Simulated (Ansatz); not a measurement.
Species: SiCl2, charge 0, multiplicity 3. This is an excited triplet: at this geometry the singlet lies 2.12 eV lower at RI-MP2/CBS(aug-cc-pV(T+d)Z,aug-cc-pV(Q+d)Z)+[CCSD(T)-MP2]/aug-cc-pV(T+d)Z. 
Coordinates optimised at B3LYP-D3(BJ)/def2-TZVP (Ansatz, an electronic-structure program):
```
Si
Cl 1 2.0628
Cl 1 2.0628 2 118.36
```
Charge 0, spin multiplicity 3.

Basis-set convergence of Hartree-Fock and MP2 correlation energies (hartree) with Ansatz. Valence correlation only, unless marked. UHF or UKS for open shells. Spin-orbit coupling is left out. No relativistic terms.

```
basis            functions        E(HF)  E(corr, MP2)
---------------  ---------  -----------  ------------
aug-cc-pV(D+d)Z         96  -1207.96587      -0.35616
aug-cc-pV(T+d)Z        165            …             …
```

**Question.** Complete the blanks.

**Answer.** 
- aug-cc-pV(T+d)Z, E(HF): -1208.00510
- aug-cc-pV(T+d)Z, E(corr, MP2): -0.45569
